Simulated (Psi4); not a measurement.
CBr₄, triplet, at the geometry of the source list (a higher spin typed on purpose: for a closed-shell molecule this is an excited state), with bond 3-2 at 2.0 times its length; CAM-B3LYP/6-311G** in Psi4 1.11.

Input for Psi4:
```
memory 2 GB

molecule {
0 3
  Br    1.88530000   -0.43270000   -0.15840000
  C    -0.00000000   -0.00000000   -0.00000000
  Br   -0.53540000    3.76140000   -0.79480000
  Br   -0.59920000   -0.37070000    1.80840000
  Br   -1.01850000   -1.07720000   -1.25260000
}

set basis 6-311g**
set reference uks
set diis_max_vecs 3

energy('cam-b3lyp')
print_variables()
```

Problem. What does Psi4 print? Leave out banner, timings and long lists.

Solution. 
```
   => Loading Basis Set <=

    Name: 6-311G**
    Role: ORBITAL
    Keyword: BASIS

         ---------------------------------------------------------
                                   SCF
               by Justin Turney, Rob Parrish, Andy Simmonett
                          and Daniel G. A. Smith
                              UKS Reference
         ---------------------------------------------------------

  ==> Geometry <==

    Molecular point group: c1
    Full point group: C1

    Geometry (in Angstrom), charge = 0, multiplicity = 3:

       Center              X                  Y                   Z               Mass
    ------------   -----------------  -----------------  -----------------  -----------------
         BR           1.949798168018    -0.885680412282    -0.062688379498    78.918337600000
         C            0.064498168018    -0.452980412282     0.095711620502    12.000000000000
         BR          -0.470901831982     3.308419587718    -0.699088379498    78.918337600000
         BR          -0.534701831982    -0.823680412282     1.904111620502    78.918337600000
         BR          -0.954001831982    -1.530180412282    -1.156888379498    78.918337600000

  Running in c1 symmetry.

  Rotational constants: A =      0.02127  B =      0.01045  C =      0.01045 [cm^-1]
  Rotational constants: A =    637.52885  B =    313.34566  C =    313.34365 [MHz]
  Nuclear repulsion = 1212.178924085430708

  Charge       = 0
  Multiplicity = 3
  Electrons    = 146
  Nalpha       = 74
  Nbeta        = 72

  ==> Algorithm <==

  SCF Algorithm Type is DF.
  DIIS enabled.
  MOM disabled.
  Fractional occupation disabled.
  Guess Type is SAD.
  Energy threshold   = 1.00e-06
  Density threshold  = 1.00e-06
  Integral threshold = 1.00e-12

  ==> Primary Basis <==

  Basis Set: 6-311G**
    Blend: 6-311G**
    Number of shells: 80
    Number of basis functions: 194
    Number of Cartesian functions: 207
    Spherical Harmonics?: true
    Max angular momentum: 2

  ==> DFT Potential <==

   => LibXC <=

    Version 7.1.2
    S. Lehtola, C. Steigemann, M. J. T. Oliveira, and M. A. L. Marques,  SoftwareX 7, 1–5 (2018) (10.1016/j.softx.2017.11.002)

   => Composite Functional: CAM-B3LYP <=

    CAM-B3LYP Hyb-GGA Exchange-Correlation Functional

    T. Yanai, D. P. Tew, and N. C. Handy,  Chem. Phys. Lett. 393, 51 (2004) (10.1016/j.cplett.2004.06.011)

    Deriv               =              1
    GGA                 =           TRUE
[...]
      Ntotal   =  146.0000023110 ; deviation = 2.311e-06

   @Spin Contamination Metric:   8.145065940E-03
   @S^2 Expected:                2.000000000E+00
   @S^2 Observed:                2.008145066E+00
   @S   Expected:                1.000000000E+00
   @S   Observed:                1.000000000E+00

    Orbital Energies [Eh]
    ---------------------

    Alpha Occupied:

[...]
    Alpha Virtual:

[...]
    Beta Occupied:

[...]
    Beta Virtual:

[...]
    Final Occupation by Irrep:
              A
    DOCC [    72 ]
    SOCC [     2 ]
    NA   [    74 ]
    NB   [    72 ]

  @DF-UKS Final Energy: -10334.94383363665111

   => Energetics <=

    Nuclear Repulsion Energy =           1212.1789240854307081
    One-Electron Energy =              -16799.8643188438472862
    Two-Electron Energy =                5542.8035172730096747
    DFT Exchange-Correlation Energy =    -290.0619561512452265
    Empirical Dispersion Energy =           0.0000000000000000
    VV10 Nonlocal Energy =                  0.0000000000000000
    Total Energy =                     -10334.9438336366529256

  UHF NO Occupations:
  HONO-2 :   72  A 1.9983091
  HONO-1 :   73  A 1.0000000
  HONO-0 :   74  A 1.0000000
  LUNO+0 :   75  A 0.0016909
  LUNO+1 :   76  A 0.0007074
  LUNO+2 :   77  A 0.0005646
  LUNO+3 :   78  A 0.0005631

Computation Completed

Properties will be evaluated at   0.000000,   0.000000,   0.000000 [a0]

Properties computed using the SCF density matrix

 Multipole Moments:

 ------------------------------------------------------------------------------------
     Multipole            Electronic (a.u.)      Nuclear  (a.u.)        Total (a.u.)
 ------------------------------------------------------------------------------------

 L = 1.  Multiply by 2.5417464519 to convert [e a0] to [Debye]
 Dipole X            :         -0.0637426            0.0826425            0.0188999
 Dipole Y            :          0.4350843           -0.5804108           -0.1453265
 Dipole Z            :         -0.0935458            0.1226368            0.0290910
 Magnitude           :                                                    0.1494098

 ------------------------------------------------------------------------------------

  Variable Map:
  ----------------------------------------------------------------------------
[...]
  Array Variable Map:
  ----------------------------------------------------------------------------
[...]
[...]
```
